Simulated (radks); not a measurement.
The numbers below are computed, except where a source is named.
Species: In3+. Configuration: [Kr] 4d10.

Level of theory: Dirac Kohn-Sham, BLYP, spin-unpolarised, spherical densities, finite nucleus; Fermi nuclear charge, rms radius 4.6156 fm (a radial shooting solver on a logarithmic mesh with Libxc functionals).

Energy parts (hartree):
part                        energy
total                  -5881.73135
kinetic                 6180.28247
electron-nucleus      -14222.43184
Hartree                 2320.21007
exchange-correlation    -159.79206

Orbitals (lengths in bohr, moments of r in powers of bohr; <r^-3> diverges for s and p1/2; r(max) is where P^2 peaks; r(90%) holds 90 % of the orbital's charge):
orbital  occ.  eigenvalue (hartree)   r(max)     <r^2>  <r^-3>  r(90%)
1s1/2       2             -1020.514  0.01922  0.001194       -  0.0534
2s1/2       2             -153.6840   0.1087   0.01941       -   0.198
2p1/2       2             -143.4115  0.08382   0.01445       -   0.178
2p3/2       4             -135.6577  0.08826   0.01576    4021   0.185
3s1/2       2             -30.03624   0.3157    0.1390       -   0.513
3p1/2       2             -25.88920   0.3020    0.1340       -   0.511
3p3/2       4             -24.48900   0.3122    0.1427   739.5   0.527
3d3/2       4             -17.14766   0.2564    0.1236   115.4   0.509
3d5/2       6             -16.86075   0.2593    0.1262   108.0   0.514
4s1/2       2              -5.47722   0.7698    0.8133       -    1.23
4p1/2       2              -4.12163   0.7990    0.9260       -    1.33
4p3/2       4              -3.87582   0.8238    0.9891   129.7    1.37
4d3/2       4              -1.77426   0.9231     1.555   13.49    1.78
4d5/2       6              -1.74160   0.9331     1.594   12.48    1.81

The highest occupied level is 4d5/2 at -47.391 eV. For comparison, the ionisation energy in NIST's Atomic Spectra Database is 55.45 eV (measured). In exact Kohn-Sham theory the highest level is minus the ionisation energy, but local and semilocal functionals leave it too shallow, through self-interaction and a potential that decays too fast; potentials with the right tail come closer.
